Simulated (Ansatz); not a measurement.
Name a neutral molecule of B, C, N, Te and H with HOMO–LUMO gap (ωB97M-V/def2-TZVPP) between 9.55 and 9.85 eV and HOMO–LUMO gap (PBE/def2-TZVPP) between 4.10 and 4.40 eV (Ansatz, PBE0-D4/def2-TZVP geometry).

`CB(N)[TeH]` (9.82 eV, 4.18 eV). Other molecules can fit too; these were computed, each in one conformer that needn't be the lowest.
